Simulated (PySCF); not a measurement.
**Ionising SeCl**

UHF-CCSD(T); Se 6-31G(d,p), Cl 6-31G(d,p); no relativity (PySCF 2.14). Neutral (UHF): doublet (π ↑), Re = 2.167 Å, ωe = 423 cm⁻¹, De = 2.05 eV.

SeCl⁺ (UHF): triplet (π ↑↑), Re = 2.069 Å, ωe = 497 cm⁻¹, De = 2.15 eV to Se⁺ + Cl. The energies at the minima are -2859.38721 hartree for SeCl and -2859.06220 for SeCl⁺.

(1) Work out the adiabatic ionisation energy, without and with harmonic zero-point energies (1 hartree = 27.2114 eV, 1 eV = 8065.5 cm⁻¹), and the change of the bond length.

Correlated steps freeze 14 core orbitals. Correlated levels converge slowly with the basis: in double zeta they bind strong bonds too weakly, by up to about 1 eV, and carry superposition errors of some tenths. Spin–orbit coupling is left out. For an ion De counts to the pair picked by the measured ionisation energies or electron affinities, which need not be the lowest pair at this level. States were picked by a PBE0 search and need not be the measured ground states.

## Answers

(1) At UHF-CCSD(T): 0.32501 hartree = 8.844 eV between the minima; the zero-point term (497.0 − 423.0)/2 cm⁻¹ = +0.005 eV makes it 8.849 eV. Re changes by -9.8 pm against the neutral. The electron leaves a π orbital, and the shorter bond of the ion fits an antibonding orbital, or a change in how ionic the bond is.
